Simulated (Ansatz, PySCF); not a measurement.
Species: C₄H, charge -1, multiplicity 1. It need not be the lowest isomer of its formula. Whether it binds its extra electron was not tested at this geometry. 
Coordinates optimised at B3LYP-D3(BJ)/def2-TZVP (Ansatz, a program for electronic structure):
```xyz
5

C      0.0000     0.0000    -2.0385
C      0.0000     0.0000    -0.7913
C      0.0000     0.0000     0.5676
C      0.0000     0.0000     1.7877
H      0.0000     0.0000     2.8469
```
Charge -1, spin multiplicity 1.

Total electronic energies in hartree. Valence correlation only, unless marked. Spin-orbit coupling is left out. Non-relativistic. CBS(X,Y): correlation extrapolated as X^-3; Hartree-Fock from the larger set. [CCSD(T)-MP2]/basis is that difference in the basis named.

The Hartree-Fock reference is unstable (checked in the largest basis), which strains HF and MP2. 

```json
[
 {"level": "HF/6-31G", "program": "Ansatz", "energy (Eh)": "-151.83348"},
 {"level": "BLYP-D4/def2-TZVPD", "program": "Ansatz + dftd4", "energy (Eh)": "-152.92062"},
 {"level": "BP86-D3(BJ)/def2-TZVPD", "program": "PySCF + dftd3", "energy (Eh)": "-152.95864"},
 {"level": "TPSS-D3(BJ)/def2-TZVPD", "program": "PySCF + dftd3", "energy (Eh)": "-152.98487"},
 {"level": "TPSS-D4/def2-TZVPD", "program": "PySCF + dftd4", "energy (Eh)": "-152.98586"},
 {"level": "r2SCAN-D4/def2-TZVPD", "program": "Ansatz + dftd4", "energy (Eh)": "-152.85822"},
 {"level": "B97M-V/def2-TZVPD", "program": "Ansatz", "energy (Eh)": "-152.95986"},
 {"level": "PBE0-D3(BJ)/def2-TZVP", "program": "Ansatz + dftd3", "energy (Eh)": "-152.75544"},
 {"level": "PBE0-D4/def2-TZVP", "program": "Ansatz + dftd4", "energy (Eh)": "-152.75579"},
 {"level": "BHLYP-D4/def2-TZVPD", "program": "Ansatz + dftd4", "energy (Eh)": "-152.85565"},
 {"level": "BHLYP/def2-TZVPD", "program": "Ansatz", "energy (Eh)": "-152.85138"},
 {"level": "TPSSh-D4/def2-TZVPD", "program": "PySCF + dftd4", "energy (Eh)": "-152.96310"},
 {"level": "TPSSh/def2-TZVPD", "program": "PySCF", "energy (Eh)": "-152.95861"},
 {"level": "B2GP-PLYP-D4/def2-TZVPD", "program": "Ansatz + dftd4", "energy (Eh)": "-152.78862"},
 {"level": "B2PLYP-D3(BJ)/def2-TZVPD", "program": "Ansatz + dftd3", "energy (Eh)": "-152.82613"},
 {"level": "B2PLYP-D4/def2-TZVPD", "program": "Ansatz + dftd4", "energy (Eh)": "-152.82608"},
 {"level": "RI-MP2/aug-cc-pVTZ", "program": "Ansatz", "energy (Eh)": "-152.57274"},
 {"level": "RI-MP2/cc-pVQZ", "program": "Ansatz", "energy (Eh)": "-152.60671"},
 {"level": "SCS-MP2/aug-cc-pVDZ", "program": "Ansatz", "energy (Eh)": "-152.42386"},
 {"level": "CCSD/aug-cc-pVDZ", "program": "Ansatz", "energy (Eh)": "-152.45231"},
 {"level": "CCSD(T)/6-31G*", "program": "Ansatz", "energy (Eh)": "-152.42007"},
 {"level": "CCSD(T) with core electrons/cc-pwCVTZ", "program": "Ansatz", "energy (Eh)": "-152.80345"},
 {"level": "RI-MP2/CBS(aug-cc-pVTZ,aug-cc-pVQZ)+[CCSD(T)-MP2]/aug-cc-pVTZ", "program": "Ansatz", "energy (Eh)": "-152.6807"}
]
```

Totals of different functionals don't rank their quality; only differences between species are comparable.
